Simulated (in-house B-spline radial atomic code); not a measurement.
Lu²⁺. Computed with a B-spline radial atomic code. Model: non-relativistic spherical atom: semilocal Troullier-Martins pseudo-atom, one channel per l, against all electrons, high spin, G0W0 and RPA with empty states to l = 8, local potential for every l without a channel, a model core (radius 0 = none) keeps its share of the functional.

Without relativity these are model numbers for so heavy an element.

What the tables leave out is listed at the end.

The pseudopotential gives back the lowest level of each angular momentum of its own functional in the configuration it was made in; a second state of the same l is only approximately right. Exact exchange, RPA and GW see the smooth pseudo-orbitals and miss the exchange with the core, for which the functional's share stands in. The column with an uncorrelated core keeps all orbitals and exact exchange, and so separates missing core correlation from pseudisation. Only the three outermost levels and the lowest empty one were computed. RPA here is direct RPA, with no exchange kernel, and its energies carry an (l + 1/2)⁻⁴ tail. A hybrid on a potential with a model core restores only its own semilocal share of the core's exchange.

Command:
```bash
python run_psgw.py task.json out
```
Settings (lengths in bohr, energies in hartree):
```
Z                      71
electrons              69
configuration          [Xe] 4f14 6s1
generated_in           [Xe] 4f14 5d1 6s2
functional             lda,vwn
core_shells            10
radius_factor          0.8
core_correction        False
ion_configuration      [Xe] 4f14
```

Cost of the run: 88 s on 1 thread of Arm Neoverse N1 (shared host).

Given: made with LDA VWN5; model core radius 0 bohr; local radius 1.242 bohr; mean-field start PBE0.

Valence shells of the generating configuration: 5p, 4f, 6s, 5d.

Channel: s 2.647, p 0.994, d 1.431, f 1.243 (radii in bohr).

Computed: largest level miss in the spin-unpolarised generating configuration 0.001 eV; valence RPA correlation energy all-electron orbitals -1.5663 hartree; valence RPA correlation energy pseudo -2.4257 hartree; all-electron RPA polarisability, core included 26.066 bohr³; pseudo-atom RPA polarisability 23.468 bohr³; ionisation by mean-field all-electron 19.621 eV; ionisation by RPA all-electron 20.126 eV.

```csv
level,occupied,mean-field all-electron (eV),mean-field pseudo minus all (eV),G0W0 all-electron (eV),G0W0 uncorrelated core minus all (eV),G0W0 pseudo minus all (eV),exchange self-energy all-electron (eV),exchange self-energy pseudo (eV)
6s up,1,-17.402,-0.332,-20.135,-0.002,-0.7,-9.8042,-10.502
4f down,1,-36.26,1.704,-42.28,-0.305,7.932,-80.663,-44.876
4f up,?,?,?,?,?,?,?,?
5d up (empty),0,-16.678,-0.103,-13.617,0.099,0.289,-8.8633,-7.2035
```

(1) What belongs in the row 4f up?

(2) What is the ionisation by RPA pseudo minus all?

(3) What is the ionisation by mean-field pseudo minus all?

Given: mean-field start Hartree-Fock.

Computed: valence RPA correlation energy all-electron orbitals -1.3722 hartree; valence RPA correlation energy pseudo -2.2443 hartree; all-electron RPA polarisability, core included 20.479 bohr³; pseudo-atom RPA polarisability 14.631 bohr³; ionisation by mean-field all-electron 18.714 eV; ionisation by RPA pseudo minus all 0.788 eV.

```json
{"level": "6s up", "occupied": "1", "mean-field all-electron (eV)": "-18.748", "mean-field pseudo minus all (eV)": "-1.691", "G0W0 all-electron (eV)": "-19.834", "G0W0 uncorrelated core minus all (eV)": "0.004", "G0W0 pseudo minus all (eV)": "-0.978", "exchange self-energy all-electron (eV)": "-9.231", "exchange self-energy pseudo (eV)": "-11.568"}
{"level": "4f down", "occupied": "1", "mean-field all-electron (eV)": "-46.53", "mean-field pseudo minus all (eV)": "8.287", "G0W0 all-electron (eV)": "-42.845", "G0W0 uncorrelated core minus all (eV)": "-0.414", "G0W0 pseudo minus all (eV)": "5.364", "exchange self-energy all-electron (eV)": "-81.66", "exchange self-energy pseudo (eV)": "-44.329"}
{"level": "4f up", "occupied": "1", "mean-field all-electron (eV)": "-46.555", "mean-field pseudo minus all (eV)": "8.302", "G0W0 all-electron (eV)": "-42.871", "G0W0 uncorrelated core minus all (eV)": "-0.414", "G0W0 pseudo minus all (eV)": "5.38", "exchange self-energy all-electron (eV)": "-81.668", "exchange self-energy pseudo (eV)": "-44.31"}
```

(4) What is the ionisation by RPA all-electron?

(5) What is the ionisation by mean-field pseudo minus all?

## Answers

(1) occupied: 1; mean-field all-electron (eV): -36.29; mean-field pseudo minus all (eV): 1.716; G0W0 all-electron (eV): -42.305; G0W0 uncorrelated core minus all (eV): -0.305; G0W0 pseudo minus all (eV): 7.946; exchange self-energy all-electron (eV): -80.639; exchange self-energy pseudo (eV): -44.863.

(2) 0.815 eV.

(3) 0.416 eV.

(4) 19.692 eV.

(5) 1.616 eV.

Among the listed levels the largest G0W0 shift of the pseudo-atom is +7.95 eV, for 4f up on the PBE0 start, while leaving the core uncorrelated moves that level by -0.30 eV. So pseudisation and the lost core exchange, not the missing core correlation, make the error. Not in the tables (levels of low weight, unsolved or above zero; the highest and the empty levels are kept at any weight): the LDA start was refused, since an empty level lay at or below an occupied one.
